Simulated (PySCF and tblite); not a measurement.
Results of a calculation; reference values are marked as such.
C5H5NO, numbered as in [O:1]=[CH:2][c:3]1[cH:4][cH:5][cH:6][nH:7]1. The same 2 conformers on PBE0-D3(BJ)/def2-SVP geometries, with only the solvent of the single-point energies changed (functional PBE0, basis set def2-TZVP, D3(BJ) where defined; PySCF).

Torsions listed: O1–C2–C3–N7.

| conformer | shape | symmetry | dipole D |
| --- | --- | --- | --- |
| 1 | 0° | Cs | 2.69 |
| 2 | 180° | Cs | 4.54 |

Energies (kcal/mol) above conformer 1 and its weight at 298.15 K (thermal terms from GFN2-xTB):

```json
{"solvent": "gas phase", "E(2) − E(1)": "3.91", "weight of 1 (%)": "100", "dipole of 1 (D)": "2.69", "of 2": "4.54"}
{"solvent": "cyclohexane", "E(2) − E(1)": "?", "weight of 1 (%)": "?", "dipole of 1 (D)": "?", "of 2": "?"}
{"solvent": "chloroform", "E(2) − E(1)": "2.24", "weight of 1 (%)": "97", "dipole of 1 (D)": "3.29", "of 2": "5.73"}
{"solvent": "acetone", "E(2) − E(1)": "1.49", "weight of 1 (%)": "90", "dipole of 1 (D)": "3.48", "of 2": "6.17"}
{"solvent": "water", "E(2) − E(1)": "1.28", "weight of 1 (%)": "86", "dipole of 1 (D)": "3.53", "of 2": "6.29"}
```

Q: What does cyclohexane give?

A: E(2) − E(1) = 3.08 kcal/mol, weight of conformer 1 99 %, dipoles 3.03 and 5.17 D.

Q: How much does the choice of solvent matter?

A: The widest range is that of E(2) − E(1), which runs from 1.28 (water) to 3.91 kcal/mol (gas phase), a spread of 2.63, against RT = 0.59. From gas phase to water conformer 2 gains, the one with the larger dipole, as a polar medium favours it.
